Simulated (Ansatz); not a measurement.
C2H6SSi can be A, `[SiH3]CC=S`, or B, `C=CS[SiH3]`.

Gas-phase electronic energies from Ansatz, PBE0-D4/def2-TZVP geometries. CCSD(T)/CBS is the MP2 limit (def2-TZVPP, def2-QZVPP) plus CCSD(T) − MP2 in def2-TZVPP, frozen cores. DFT in def2-TZVPP. B3LYP here is the variant with VWN-RPA as its local correlation; programs differ in this. One conformer a species, not always the lowest.

(1) Which is lower in electronic energy at CCSD(T)/CBS, and by how much? (An estimate is asked.)

(2) Give E(B) − E(A) in kcal/mol with LDA (SPW92), PBE0-D4, r2SCAN-D4, CCSD(T)/def2-SVP, CCSD/def2-TZVPP, B2PLYP, B3LYP. (Best estimate.)

(3) Does the order hold for the free energy at 298.15 K (harmonic terms from PBE0-D4)? (Estimate.)

Largest T1 diagnostic: 0.016.

Results:

(1) The calculation gave: B, by 10.1 kcal/mol.

(2) The calculation gave: LDA (SPW92) -9.1, PBE0-D4 -10.4, r2SCAN-D4 -10.2, CCSD(T)/def2-SVP -7.0, CCSD/def2-TZVPP -9.7, B2PLYP -9.6, B3LYP -10.1. None reverses the order clearly.

(3) Ansatz gave: Yes: G(B) − G(A) = -10.6 kcal/mol, for one conformer each. Modes under 60 cm⁻¹, often nearly free rotors, make the harmonic entropy too high.

In def2-TZVPP, CCSD(T) changes the Hartree–Fock value by +2.8 kcal/mol (the triples alone add +0.6 kcal/mol) and MP2 by +2.9 kcal/mol. At CCSD(T), def2-SVP lies +3.0 kcal/mol from the extrapolated value and def2-TZVPP +1.0 kcal/mol.
